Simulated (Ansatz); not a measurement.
Total energies of C$_{7}$H$_{17}$P, SMILES `CC(C)P(C)C(C)C`.

Z-matrix (Å, degrees):
```
C
C 1 1.522
H 1 1.094 2 110.9
H 1 1.094 2 110.4 3 119.3
H 1 1.091 2 112.4 3 -120.7
P 2 1.860 1 111.1 3 54.8
C 2 1.524 1 110.2 3 -66.2
H 2 1.097 1 109.1 3 174.6
C 6 1.842 2 99.8 1 171.3
C 6 1.869 2 104.6 1 69.1
H 7 1.094 2 110.9 1 64.3
H 7 1.094 2 110.3 1 -54.9
H 7 1.091 2 112.3 1 -174.8
H 9 1.091 6 109.8 2 75.1
H 9 1.092 6 108.7 2 -167.8
H 9 1.094 6 113.4 2 -46.6
C 10 1.521 6 116.3 2 35.7
C 10 1.524 6 111.3 2 -93.7
H 10 1.098 6 101.5 2 152.6
H 17 1.093 10 111.4 6 -69.1
H 17 1.092 10 112.3 6 52.0
H 17 1.095 10 110.4 6 171.9
H 18 1.092 10 111.3 6 -50.3
H 18 1.092 10 111.8 6 70.0
H 18 1.094 10 110.5 6 -170.6
```

The species carries charge 0 and has multiplicity 1. Geometry: relaxed with PBE0-D4/def2-TZVP. It is one conformer, not always the lowest. Basis def2-TZVPP, Ansatz.

RPA on PBE orbitals: Hartree–Fock energy of these orbitals -615.74321 Eh, correlation -2.38603 Eh (frozen core).

```json
{"functional": "LDA (SPW92)", "energy without D4 (Eh)": "-614.54710", "D4 term (kJ/mol)": "–"}
{"functional": "PBE", "energy without D4 (Eh)": "-617.89000", "D4 term (kJ/mol)": "-66.3"}
{"functional": "revPBE", "energy without D4 (Eh)": "-618.29094", "D4 term (kJ/mol)": "-202.9"}
{"functional": "BLYP", "energy without D4 (Eh)": "-618.26298", "D4 term (kJ/mol)": "-143.0"}
{"functional": "r2SCAN", "energy without D4 (Eh)": "-618.25249", "D4 term (kJ/mol)": "-18.5"}
{"functional": "B97M-V", "energy without D4 (Eh)": "-618.38453", "D4 term (kJ/mol)": "–"}
{"functional": "PBE0", "energy without D4 (Eh)": "-617.97955", "D4 term (kJ/mol)": "-56.8"}
{"functional": "B3LYP", "energy without D4 (Eh)": "-618.48680", "D4 term (kJ/mol)": "-104.7"}
{"functional": "r2SCANh", "energy without D4 (Eh)": "-618.24308", "D4 term (kJ/mol)": "-19.4"}
{"functional": "r2SCAN0", "energy without D4 (Eh)": "-618.23060", "D4 term (kJ/mol)": "-21.2"}
{"functional": "HSE06 (plane-wave form)", "energy without D4 (Eh)": "-617.95433", "D4 term (kJ/mol)": "-52.8"}
{"functional": "BHLYP", "energy without D4 (Eh)": "-618.26714", "D4 term (kJ/mol)": "-76.1"}
{"functional": "CAM-B3LYP", "energy without D4 (Eh)": "-618.29184", "D4 term (kJ/mol)": "-57.4"}
{"functional": "LC-ωPBE", "energy without D4 (Eh)": "-618.18901", "D4 term (kJ/mol)": "–"}
{"functional": "ωB97X-V", "energy without D4 (Eh)": "-618.33324", "D4 term (kJ/mol)": "–"}
{"functional": "ωB97M-V", "energy without D4 (Eh)": "-618.26701", "D4 term (kJ/mol)": "–"}
{"functional": "B2PLYP", "energy without D4 (Eh)": "-618.05560", "D4 term (kJ/mol)": "–"}
{"functional": "PBE-QIDH", "energy without D4 (Eh)": "-617.86498", "D4 term (kJ/mol)": "–"}
```

B3LYP takes the VWN-RPA correlation (the form of Gaussian; ORCA's B3LYP/G). HSE06 is the plane-wave form, built on full-range PBE exchange. The double hybrids freeze the cores in their second-order part.

LC-ωPBE has ω = 0.4 bohr⁻¹.
